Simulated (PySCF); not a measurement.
# GeCl: a composite coupled-cluster calculation

State: ²Π, doublet, unpaired electrons π ↑. De refers to Ge + Cl. ROHF-based CCSD(T) in PySCF 2.14 with Ge cc-pwCVDZ-PP with ECP10, Cl aug-cc-pV(D+d)Z and Ge cc-pwCVTZ-PP with ECP10, Cl aug-cc-pV(T+d)Z (frozen core orbitals: 9; scalar-relativistic core potentials). Correlation energies are extrapolated as n⁻³ (n = 2, 3), Hartree–Fock as (n+1)·exp(−9√n).

```json
{"Level": "CCSD(T)/DZ", "Re (Å)": "2.2108", "ωe (cm⁻¹)": "379.4", "ωexe (cm⁻¹)": "1.13", "αe (cm⁻¹)": "0.000693", "De (eV)": "3.682"}
{"Level": "CCSD(T)/TZ", "Re (Å)": "2.1763", "ωe (cm⁻¹)": "401.3", "ωexe (cm⁻¹)": "1.28", "αe (cm⁻¹)": "0.000718", "De (eV)": "3.929"}
{"Level": "HF/CBS", "Re (Å)": "2.1878", "ωe (cm⁻¹)": "397.0", "ωexe (cm⁻¹)": "1.30", "αe (cm⁻¹)": "0.000725", "De (eV)": "2.887"}
{"Level": "MP2/CBS", "Re (Å)": "2.1581", "ωe (cm⁻¹)": "412.7", "ωexe (cm⁻¹)": "1.29", "αe (cm⁻¹)": "0.000715", "De (eV)": "4.140"}
{"Level": "CCSD/CBS", "Re (Å)": "2.1662", "ωe (cm⁻¹)": "409.2", "ωexe (cm⁻¹)": "1.30", "αe (cm⁻¹)": "0.000718", "De (eV)": "3.842"}
{"Level": "CCSD(T)/CBS", "Re (Å)": "2.1688", "ωe (cm⁻¹)": "406.6", "ωexe (cm⁻¹)": "1.30", "αe (cm⁻¹)": "0.000719", "De (eV)": "4.007"}
```

How much is left between CCSD(T)/TZ and the basis-set limit, and how much do the triples give at the limit?

CCSD(T)/CBS less CCSD(T)/TZ: -7.5 mÅ in Re, +5.3 cm⁻¹ in ωe and +0.078 eV in De. CCSD(T)/CBS less CCSD/CBS: +2.6 mÅ in Re, -2.6 cm⁻¹ in ωe and +0.165 eV in De.

The T1 diagnostic is 0.016. The state was picked by a PBE0 search and need not be the measured ground state. Spin–orbit coupling, excitations beyond (T) and corrections to the Born–Oppenheimer picture are left out.

The whole job (state search and all basis sets along the bond) took about 23 min on 4 threads of Intel Xeon Platinum 8488C (shared host), peak memory 13 GiB.
